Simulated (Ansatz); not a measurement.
GeHI3, SMILES `[I][GeH]([I])[I]`, 5 atoms. Charge 0, multiplicity 1. Correlated methods include outer-core shells of Ge, I, which these sets cover unevenly. Scalar relativity is left out up to krypton. I: def2 effective core potential. All runs use 4 threads of an Arm Neoverse V2 on a shared host. Correlated methods freeze the cores.

Task: Give the basis size and wall time and peak host memory of each of these runs in Ansatz. RKS PBE0-D4/def2-TZVP frequencies; RKS B3LYP-D4/def2-TZVPP energy and forces; direct RPA on PBE orbitals/def2-TZVPP energy; RKS ωB97M-V/def2-QZVPP energy; RKS r2SCAN-D4/def2-TZVPP energy and forces; RKS PBE0-D4/def2-TZVPP energy; RHF-CCSD(T)/def2-SVP energy; RKS r2SCANh-D4/def2-TZVPP energy; RHF-MP2/def2-QZVPP energy; RKS ωB97M-V/def2-SVP energy; RKS PBE0-D4/def2-TZVP relaxation (5 steps); RKS PBE0-D4/def2-SVP energy. (Best estimate.)

Result: Ansatz gave: Other jobs shared the machine, so times are rough.

```
                                level                   job  functions  wall time  peak host memory (GiB)
                 RKS PBE0-D4/def2-SVP                energy        115      2.5 s                    0.43
               RKS PBE0-D4/def2-TZVPP                energy        212      4.9 s                     0.9
             RKS r2SCAN-D4/def2-TZVPP     energy and forces        212      6.5 s                    0.36
              RKS B3LYP-D4/def2-TZVPP     energy and forces        212      7.5 s                    0.88
            RKS r2SCANh-D4/def2-TZVPP                energy        212      8.5 s                    0.88
direct RPA on PBE orbitals/def2-TZVPP                energy        212        9 s                    0.68
                 RKS ωB97M-V/def2-SVP                energy        115       10 s                    0.51
                 RHF-CCSD(T)/def2-SVP                energy        115       20 s                    0.71
                   RHF-MP2/def2-QZVPP                energy        365       22 s                     1.8
               RKS ωB97M-V/def2-QZVPP                energy        365       29 s                       2
                RKS PBE0-D4/def2-TZVP  relaxation (5 steps)        204       39 s                    0.79
                RKS PBE0-D4/def2-TZVP           frequencies        204    2.6 min                     0.8
```

B3LYP here is the variant with VWN-RPA as its local correlation; programs differ in this.
